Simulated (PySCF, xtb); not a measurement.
Zn(Me)(GeH3) (CH₆GeZn), SMILES [CH3][Zn][GeH3].

GFN2-xTB in xtb at its own geometry gives an orbital gap of 5.01 eV and a dipole moment of 2.42 D.

Geometry: B3LYP-D3(BJ)/def2-SVP. The structure was generated by enumeration; whether it is a known compound was not checked.

Q: What does PySCF with M06-2X/def2-TZVPD give? (Estimate from the structure and the level; the computed values follow.)

A: gap 7.50 eV (levels -7.93 and -0.43 eV), dipole 1.06 D.
